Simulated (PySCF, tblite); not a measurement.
Compound: C3H12Si2.
Bonds: C1–Si2, Si2–C3, C3–C4, C4–Si5. Hydrogens: H6, H7, H8 on C1; H9, H10 on Si2; H11, H12 on C3; H13, H14 on C4; H15, H16, H17 on Si5.

Computed with GFN2-xTB (tblite), gas phase: Langevin dynamics at 400 K from the optimised GFN2-xTB geometry, time step 0.5 fs, friction 0.01 fs⁻¹, 2000 steps. Over the second half of the run the saved frames average 410 K.

Frame at 250 fs, instantaneous temperature 386 K:
```
atom  x, y, z in Å
C1     -3.308    0.184    0.335
Si2    -1.590   -0.373    0.901
C3     -0.061    0.085   -0.284
C4      1.178   -0.327    0.414
Si5     2.756    0.571   -0.180
H6     -3.441    1.285    0.165
H7     -3.928    0.028    1.232
H8     -3.672   -0.281   -0.582
H9     -1.410    0.202    2.378
H10    -1.762   -1.921    0.989
H11    -0.052    1.132   -0.555
H12    -0.348   -0.480   -1.180
H13     1.347   -1.400    0.420
H14     0.975   -0.205    1.455
H15     2.825    0.339   -1.644
H16     2.513    1.953    0.144
H17     3.992    0.182    0.448
```

Frame at 425 fs, instantaneous temperature 424 K:
```
atom  x, y, z in Å
C1     -3.260    0.695    0.257
Si2    -1.690    0.054    1.177
C3     -0.027    0.619    0.484
C4      1.125   -0.415    0.591
Si5     2.679    0.479    0.002
H6     -3.129    1.805    0.300
H7     -4.284    0.463    0.702
H8     -3.173    0.381   -0.818
H9     -1.475    0.567    2.573
H10    -1.589   -1.510    1.165
H11     0.251    1.574    1.011
H12     0.012    0.845   -0.597
H13     0.851   -1.120   -0.195
H14     1.107   -0.868    1.605
H15     3.170   -0.374   -1.083
H16     2.329    1.792   -0.471
H17     3.571    0.641    1.137
```

Frame at 625 fs, instantaneous temperature 384 K:
```
atom  x, y, z in Å
C1     -3.335    0.125    0.667
Si2    -1.871    0.414    1.859
C3     -0.468    0.976    0.717
C4      0.896    0.311    0.603
Si5     2.345    1.006   -0.419
H6     -4.232    0.763    0.833
H7     -3.668   -0.896    0.583
H8     -3.050    0.492   -0.314
H9     -2.189    1.373    2.948
H10    -1.424   -0.752    2.478
H11    -0.177    1.989    1.043
H12    -0.790    1.006   -0.354
H13     0.699   -0.684    0.128
H14     1.223    0.114    1.635
H15     2.427    0.013   -1.433
H16     1.958    2.220   -1.026
H17     3.606    1.056    0.125
```

Frame at 800 fs, instantaneous temperature 409 K:
```
atom  x, y, z in Å
C1     -3.740    0.139    1.234
Si2    -2.001    0.182    1.948
C3     -0.753    0.528    0.568
C4      0.817    0.162    0.818
Si5     1.972    1.383   -0.067
H6     -4.198   -0.890    1.073
H7     -3.908    0.760    0.361
H8     -4.326    0.547    2.072
H9     -1.951    1.053    3.096
H10    -1.619   -1.033    2.613
H11    -0.717    1.575    0.428
H12    -1.054    0.051   -0.355
H13     0.957   -0.727    0.390
H14     0.988    0.013    1.845
H15     2.553    0.548   -1.130
H16     1.243    2.535   -0.784
H17     3.043    1.937    0.864
```

Frame at 1000 fs, instantaneous temperature 476 K:
```
atom  x, y, z in Å
C1     -3.852    0.584    2.169
Si2    -2.058    0.308    1.828
C3     -1.161    1.516    0.650
C4      0.256    0.971    0.780
Si5     1.541    1.692   -0.462
H6     -4.576    0.806    1.301
H7     -4.227    1.285    2.875
H8     -4.194   -0.409    2.552
H9     -1.490    0.019    3.156
H10    -2.013   -0.958    1.057
H11    -1.278    2.609    0.893
H12    -1.516    1.440   -0.373
H13     0.183   -0.169    0.565
H14     0.455    1.039    1.809
H15     1.526    0.958   -1.783
H16     1.320    3.346   -0.650
H17     3.031    1.588   -0.048
```

**Question.** What do single points at PBE0/pcSseg-1 (PySCF, gas phase) give on these frames?

**Answer.** 
```tsv
t (fs)	GFN2-xTB E above start (eV)	DFT E above lowest frame (eV)	HOMO (eV)	LUMO (eV)	dipole (D)
250	0.71	0.00	-7.64	0.63	0.46
425	0.75	0.10	-7.70	0.52	1.02
625	0.89	0.45	-7.76	0.53	0.40
800	0.90	0.28	-8.03	0.60	0.78
1000	1.09	0.36	-7.87	0.51	1.08
```

The two levels order the frames differently by energy; measured from each level's lowest frame they differ by 0.27 eV at most. The HOMO–LUMO gap runs from 8.22 to 8.63 eV. These are instantaneous structures, not minima.

**Question.** And the isotropic GIAO shieldings (ppm) from the same runs?

**Answer.** 
```csv
atom,250 fs,425 fs,625 fs,800 fs,1000 fs,mean,range
C1,187.0,184.5,192.0,195.2,189.5,189.6,10.7
Si2,363.9,375.8,393.7,395.0,384.4,382.6,31.1
C3,175.9,163.7,173.1,177.4,172.9,172.6,13.7
C4,188.7,179.2,181.9,190.3,176.1,183.2,14.2
Si5,419.7,409.0,426.5,404.7,404.0,412.8,22.5
H6,30.6,30.5,30.7,30.1,30.0,30.4,0.7
H7,30.9,29.6,31.3,31.7,31.8,31.1,2.2
H8,31.0,30.2,31.9,31.1,31.1,31.1,1.7
H9,26.0,26.8,27.4,27.9,27.3,27.1,1.9
H10,26.2,26.6,28.7,28.1,27.5,27.4,2.5
H11,31.1,30.1,29.9,31.6,30.0,30.5,1.7
H12,30.6,30.4,30.3,31.0,31.0,30.7,0.7
H13,31.1,30.5,29.7,33.2,29.1,30.7,4.1
H14,31.5,30.2,30.6,32.3,31.3,31.2,2.1
H15,27.8,27.4,28.5,27.4,26.8,27.6,1.7
H16,28.3,28.5,28.9,27.0,25.3,27.6,3.6
```

What follows is the cost of the whole dynamics run. Hardware: one thread, Arm Neoverse V2 (aarch64), on a shared host. Cost: 10 s, 0.19 GiB resident at most.
